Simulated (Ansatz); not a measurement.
`BC#CBO` + `[Cl][GeH3]` → `[BH2][GeH2][Cl]` + `C#CBO` at 400 K and 1 bar (formal exchange of groups at a B–C bond).

Gas-phase electronic energies from Ansatz, PBE0-D4/def2-TZVP geometries. CCSD(T)/CBS adds triple-zeta CCSD(T) − MP2 to the extrapolated MP2 energy (def2 sets, frozen cores). For Ge outer-core shells are correlated without core-valence functions, which leaves a few kJ/mol of doubt a bond. Scalar relativity is left out up to krypton. Each species was taken in one conformer, which may not be the lowest.

```csv
species,CCSD(T)/CBS energy (Eh),H − E (kJ/mol),S (J/(mol·K))
`BC#CBO`,-203.26178,182.6,348.7
`[Cl][GeH3]`,-2537.71925,82.5,281.4
`[BH2][GeH2][Cl]`,-2563.08808,122.6,343.4
`C#CBO`,-177.86821,145.8,304.4
```

H − E and S are ideal-gas, rigid-rotor, harmonic terms from PBE0-D4/def2-TZVP, for one conformer and one mirror image of each species. 1 Eh = 2625.50 kJ/mol, R = 8.31446 J/(mol·K).

Problem. By hand: ΔE, ΔH, ΔS and ΔG.

Solution. ΔE = (-2563.08808) + (-177.86821) − (-203.26178) − (-2537.71925) = 0.02474 Eh = 65.0 kJ/mol. Δ(H − E) = 122.6 + 145.8 − 182.6 − 82.5 = 3.3, so ΔH = 68.3 kJ/mol. ΔS = 343.4 + 304.4 − 348.7 − 281.4 = 17.7 J/(mol·K). ΔG = 68.3 − 400 × (17.7)/1000 = 61.2 kJ/mol.

Problem. By hand: the equilibrium constant, and the temperature at which ΔG would vanish if ΔH and ΔS stayed fixed.

Solution. log₁₀ K = −ΔG/(RT ln 10) = -8.0. ΔG = 0 at ΔH/ΔS = 3859 K, far beyond where these terms or the molecules hold.

ΔH outweighs TΔS. A doubt of 5 kJ/mol in ΔE shifts log₁₀ K by 0.7 here. Other conformers and mirror images would add mixing entropy, several J/(mol·K) or more a flexible species. These are equilibria of isolated gas molecules and say nothing of rates. Largest T1 diagnostic: 0.016 (customary marks: 0.02 for closed shells, 0.045 for open ones).
